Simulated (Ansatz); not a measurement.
One geometry of the cluster Ga3As4, several levels of theory.

```yaml
crystal:
  periodic: [false, false, false]
  atoms:
    - {symbol: Ga, position_ang: [1.525428, 1.484449, -1.148166]}
    - {symbol: Ga, position_ang: [-1.386103, 0.816555, -0.861719]}
    - {symbol: Ga, position_ang: [1.432933, -0.772293, 0.823300]}
    - {symbol: As, position_ang: [0.185149, 1.608907, 1.208362]}
    - {symbol: As, position_ang: [-1.213403, -0.288731, 1.753883]}
    - {symbol: As, position_ang: [0.483879, -0.958974, -1.711617]}
    - {symbol: As, position_ang: [-1.027892, -1.889912, -0.064032]}
basis:
  gaussian: {orbitals: STO-3G}
magnetization: {spin_polarized: true, initial_magnetization: 1}
hamiltonian: {xc: hf}
scf: {omitted_lower_state_checks: [starts]}
output: {orbitals: {seedname: orbitals}}
```

The file start.molden holds the orbitals of an earlier run on this structure, at another level or in another basis.

```sh
$ ansatz run in.yaml --threads 4 --pin off --events-out ev --progress --plain --max-ram 6963MiB
```

It prints (some lines left out):

```
Functional definition: HF
1255 factors; integrals over basis functions are off by at most 4.3e-5 eV
mean field evaluation 1: about -395645.7390 eV, gradient 9.1e0 eV
mean field evaluation 2: about -395645.7986 eV, gradient 9.1e0 eV
mean field evaluation 4: about -395647.3954 eV, gradient 2.8e0 eV
mean field evaluation 8: about -395647.9420 eV, gradient 5.7e-1 eV
mean field evaluation 16: about -395650.1522 eV, gradient 4.7e0 eV
mean field evaluation 32: about -395659.0468 eV, gradient 6.5e-1 eV
mean field -395659.05277047 eV, -14540.2020019767 hartree, gradient 7.3e-6 eV, S^2 3.879271; 0 other end points of the search recorded, 0 dependent functions left out
reference -395659.05277047 eV, -14540.2020019767 hartree; 113, 112 occupied and 13, 14 virtual orbitals, 1255 factors
Total energy: -395659.05277047 eV, -14540.2020019767 hartree
Checks for a lower state left out: starts
```

Run time 2.7 min (4 threads of Intel Xeon on a shared host), peak host memory 1.8 GiB.

First input, but with `gaussian: {orbitals: def2-SVP, initial_orbitals: start.molden}`, `hamiltonian: {xc: pbe}`, `correlation: {method: rpa}` and without the key `output` (abridged; 42 s):

```
Functional definition: PBE
mean field -400394.42164297 eV, -14714.2235982924 hartree, gradient 1.9e-6 eV, S^2 0.756062
63 core orbitals not correlated: weight in the atoms' cores, before any rotation towards them, 1.000 or more for the frozen orbitals, at most 0.000 for the correlated occupied ones
Total energy: -400193.11027179 eV, -14706.8255418554 hartree
Checks for a lower state left out: starts
```

As the first input, with `gaussian: {orbitals: def2-SVP, initial_orbitals: start.molden}` (abridged; 72 s):

```
Functional definition: HF
mean field evaluation 16: about -400137.5648 eV, gradient 3.9e-6 eV
mean field -400137.56476170 eV, -14704.7842820096 hartree, gradient 3.9e-6 eV, S^2 0.928087
Total energy: -400137.56476170 eV, -14704.7842820096 hartree
Checks for a lower state left out: starts
```

First input, but with `gaussian: {orbitals: 6-31G}` (abridged; 58 s):

```
Functional definition: HF
mean field evaluation 16: about -400121.9490 eV, gradient 2.7e-5 eV
mean field -400121.94902416 eV, -14704.2104142400 hartree, gradient 5.8e-6 eV, S^2 0.916725
Total energy: -400121.94902416 eV, -14704.2104142400 hartree
Checks for a lower state left out: starts
```

As the first input, with `gaussian: {orbitals: def2-SVP, initial_orbitals: start.molden}`, `hamiltonian: {xc: r2scan, dispersion: d4}` (abridged; 40 s):

```
Functional definition: r2SCAN
mean field -400453.06132134 eV, -14716.3785667253 hartree, gradient 1.6e-5 eV, S^2 0.767602
Total energy: -400453.19501556 eV, -14716.3834798971 hartree
Checks for a lower state left out: starts
```

First input, but with `gaussian: {orbitals: def2-SVP, initial_orbitals: start.molden}`, `hamiltonian: {xc: pbe, dispersion: d4}` (abridged; 17 s):

```
Functional definition: PBE
mean field -400394.42168672 eV, -14714.2235999002 hartree, gradient 1.1e-5 eV, S^2 0.756062
Total energy: -400395.14919453 eV, -14714.2503353194 hartree
Checks for a lower state left out: starts
```

The first input with `gaussian: {orbitals: def2-SVP, initial_orbitals: start.molden}`, `hamiltonian: {xc: pbe0, dispersion: d4}`, `output: {forces: true, orbitals: {seedname: orbitals}}` (abridged; 57 s):

```
Functional definition: PBE0
mean field -400403.80756160 eV, -14714.5685244400 hartree, gradient 1.5e-5 eV, S^2 0.768701
Total energy: -400404.43516186 eV, -14714.5915883244 hartree
Atom 0 force    -0.051472    -0.050664     0.034589 eV/Å
Atom 1 force     0.062683    -0.037143     0.040113 eV/Å
Atom 2 force    -0.070856     0.033063    -0.031286 eV/Å
Atom 3 force    -0.163939    -0.394743    -0.099236 eV/Å
Atom 4 force     0.243797    -0.018127    -0.417023 eV/Å
Atom 5 force    -0.218573     0.026615     0.386109 eV/Å
Atom 6 force     0.198361     0.441000     0.086733 eV/Å
Dipole moment:    -0.035199    -0.034023     0.026806 e Å
Checks for a lower state left out: starts
```

Geometry: PBE-D4/def2-SVP.

The 6-31G sets use Cartesian d functions. Correlated methods freeze 63 core orbitals; core or outer-core shells of Ga, As are correlated, in sets that lack core-valence functions. At HF/STO-3G, HF/def2-SVP, HF/6-31G the charge 0 doublet is spin-contaminated (final ⟨S²⟩ up to 3.88, 0.75 for a pure state). The structure comes from a short search, and lower isomers may exist.
